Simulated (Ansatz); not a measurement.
Geometry optimisation, RKS PBE/def2-SVP (Ansatz).

Input:

```yaml
crystal:
  periodic: [false, false, false]
  atoms:
    - { symbol: "N", position_ang: [0.1113, 0.3738, -1.466] }
    - { symbol: C, position_ang: [0.2361, 0.1653, -0.2193] }
    - { symbol: C, position_ang: [1.5869, 0.4983, 0.3721] }
    - { symbol: O, position_ang: [2.3344, 1.5273, -0.3684] }
    - { symbol: "N", position_ang: [-0.7028, -0.3657, 0.605] }
    - { symbol: Si, position_ang: [-2.0885, -1.087, 0.0473] }
    - { symbol: H, position_ang: [0.9709, 0.8005, -1.8565] }
    - { symbol: H, position_ang: [2.2758, -0.3883, 0.3488] }
    - { symbol: H, position_ang: [1.5158, 0.8418, 1.4661] }
    - { symbol: H, position_ang: [1.6786, 2.2975, -0.2963] }
    - { symbol: H, position_ang: [-0.3906, -0.7223, 1.5289] }
    - { symbol: H, position_ang: [-2.897, -0.1691, -0.7407] }
    - { symbol: H, position_ang: [-2.9042, -1.4593, 1.2415] }
    - { symbol: H, position_ang: [-1.7395, -2.342, -0.6337] }
basis:
  gaussian: { orbitals: def2-SVP }
hamiltonian:
  xc: pbe
relax:
  f_tol: 0.02
  max_steps: 50
output:
  orbitals: {}
```

Run as:

```bash
$ ansatz run input.yaml --threads 2 --pin off --max-ram 3072MiB --backend cpu --events-out ev --progress --plain --runs-dir out
```

Task: Where does it end, and by what steps?

Result: The run converged. After 9 steps the energy has fallen by 0.678 eV; H14 moved furthest, 0.48 Å.

```
step  energy less start (eV)  largest force component (eV/Å)  accepted
   0                  0.0000                           2.730       yes
   1                 -0.4787                           1.403       yes
   2                 -0.6317                           0.339       yes
   3                 -0.6503                           0.262       yes
   4                 -0.6443                           0.325        no
   5                 -0.6686                           0.073       yes
   6                 -0.6757                           0.082       yes
   7                 -0.6617                           0.498        no
   8                 -0.6771                           0.031       yes
   9                 -0.6780                           0.020       yes
```

```xyz
14
Properties=species:S:1:pos:R:3
N -0.012 0.257 -1.398
C 0.312 0.123 -0.156
C 1.637 0.586 0.452
O 2.369 1.425 -0.411
N -0.580 -0.505 0.687
Si -2.098 -1.114 -0.019
H 0.771 0.691 -1.911
H 2.270 -0.308 0.645
H 1.440 1.053 1.451
H 1.844 2.239 -0.530
H -0.360 -0.564 1.681
H -2.959 -0.012 -0.563
H -2.796 -1.736 1.164
H -1.851 -2.163 -1.062
```

Time of the run: 37 s on 2 threads of Intel(R) Xeon(R) Platinum 8259CL CPU @ 2.50GHz (Skylake/Cascade Lake) (shared host), peak memory 0.19 GiB.
